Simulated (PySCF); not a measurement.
## Steps of a relaxation of DyCl3(NH3)

DyCl3(NH3) (singlet in the valence; each metal's 4f electrons, 9 of them, lie in its core potential, out of spins and levels). PySCF 2.14.0, RKS PBE, Dy lcecp-1-SVP with ECP55, Cl def2-SVP, N def2-SVP, H def2-SVP; non-relativistic Hamiltonian with scalar-relativistic core potentials where named; density fitting; no spin-orbit coupling. Origin of the start: template. Columns: position (Å) and force (eV/Å). Energies are counted from the last step; some of the 11 steps are shown. Forces carry noise of the integration grid, about 0.01 to 0.03 eV/Å.

Run from Python with OMP_NUM_THREADS=2. Where DIIS fails, smearing, a level shift and second-order steps follow.
It took 2.9 min on 2 threads of Intel(R) Xeon(R) Processor @ 2.50GHz (Skylake/Cascade Lake), with other jobs on the host, from the converged density of the start.

```xyz
8
step 0  E = 0.434 eV
Dy   -0.0957    0.0957   -0.0957     1.08   -1.08    1.08
Cl    1.4117    1.6031    1.4117    -0.81   -0.54   -0.81
Cl   -1.6031   -1.4117    1.4117     0.54    0.81   -0.81
Cl    1.4117   -1.4117   -1.6031    -0.81    0.81    0.54
N    -1.5434    1.5434   -1.5434     0.33   -0.33    0.33
H    -2.1566    2.1566   -1.0063    -0.31    0.31    0.30
H    -1.0063    2.1566   -2.1566     0.30    0.31   -0.31
H    -2.1566    1.0063   -2.1566    -0.31   -0.30   -0.31
```

```xyz
8
step 3  E = 0.068 eV
Dy   -0.0320    0.0320   -0.0320     0.05   -0.05    0.05
Cl    1.2997    1.6474    1.2997     0.02    0.15    0.02
Cl   -1.6474   -1.2997    1.2997    -0.15   -0.02    0.02
Cl    1.2997   -1.2997   -1.6474     0.02   -0.02   -0.15
N    -1.4888    1.4888   -1.4888     0.00    0.00    0.00
H    -2.1110    2.1110   -0.9479     0.03   -0.03    0.01
H    -0.9479    2.1110   -2.1110     0.01   -0.03    0.03
H    -2.1110    0.9479   -2.1110     0.03   -0.01    0.03
```

```xyz
8
step 7  E = 0.002 eV
Dy    0.0367   -0.0367    0.0367    -0.08    0.08   -0.08
Cl    1.1847    1.8604    1.1847     0.01    0.01    0.01
Cl   -1.8604   -1.1847    1.1847    -0.01   -0.01    0.01
Cl    1.1847   -1.1847   -1.8604     0.01   -0.01   -0.01
N    -1.3992    1.3992   -1.3992     0.02   -0.02    0.02
H    -2.0172    2.0172   -0.8507     0.02   -0.02    0.01
H    -0.8507    2.0172   -2.0172     0.01   -0.02    0.02
H    -2.0172    0.8507   -2.0172     0.02   -0.01    0.02
```

Problem. Where does the relaxation end?

Solution. It converges at step 10 in C3v:
```xyz
8
step 10  E = 0
Dy    0.0276   -0.0276    0.0276
Cl    1.1806    1.8655    1.1806
Cl   -1.8655   -1.1806    1.1806
Cl    1.1806   -1.1806   -1.8655
N    -1.3954    1.3954   -1.3954
H    -2.0115    2.0115   -0.8435
H    -0.8435    2.0115   -2.0115
H    -2.0115    0.8435   -2.0115
```

Problem. How did the contacts change?

Solution. 
```json
{"contact": "Dy1–Cl2 (Cl)", "start (Å)": "2.611", "end (Å)": "2.498"}
{"contact": "Dy1–Cl3 (Cl)", "start (Å)": "2.611", "end (Å)": "2.498"}
{"contact": "Dy1–Cl4 (Cl)", "start (Å)": "2.611", "end (Å)": "2.498"}
{"contact": "Dy1–N5 (NH3)", "start (Å)": "2.507", "end (Å)": "2.465"}
```


An lcecp potential fixes the number of 4f electrons, so in runs with it no electron can move into or out of that shell.
